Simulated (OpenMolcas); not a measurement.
A calculation on Pt³⁺.

```
Program             : OpenMolcas 26.06
Method              : MS-CASPT2, IPEA 0.25 Eh, imaginary shift 0.1 Eh (closed shells correlated: 5s 5p)
Basis               : ANO-RCC-VTZP [8s7p5d3f1g]
Scalar Hamiltonian  : DKH2, point nucleus
Active space        : 7 electrons in 5 orbitals (5d)
State averaging     : 2S+1 = 4 even, 10 roots; 2S+1 = 2 even, 40 roots
Spin-orbit coupling : RASSI with atomic mean-field integrals over the reference wave functions, term energies averaged over their components
```

Q: Which level of the active space comes out lowest?

A: 5d7 4F 9/2, with 84 % of that term.

Q: How high does 5d7 4F 7/2 lie?

A: 9680 cm-1 above the lowest level.

Q: How high does 5d7 2D 5/2(1) [72 %] lie?

A: 29960 cm-1 above the lowest level.

Q: How high does 5d7 2G 7/2 lie?

A: 26050 cm-1 above the lowest level.

Q: The level at 10240 cm-1 has J = 3/2. What is it made of, and what is its g factor?

A: 38 % 5d7 2P 3/2, 22 % 5d7 2D(1), 20 % 5d7 4F; g = 1.108, against 1.334 from Landé's formula for the pure leading term.

CASPT2 does not keep the components of a term degenerate, so their means are used; among the terms shown or strongly mixed into the levels shown the widest spread is 730 cm-1 (5d7 4F). Only configurations of the active space appear.

A share in square brackets marks a mixed level and gives the weight of the term that names it. A number in round brackets counts repeated terms of one configuration in the order of the reference energies.
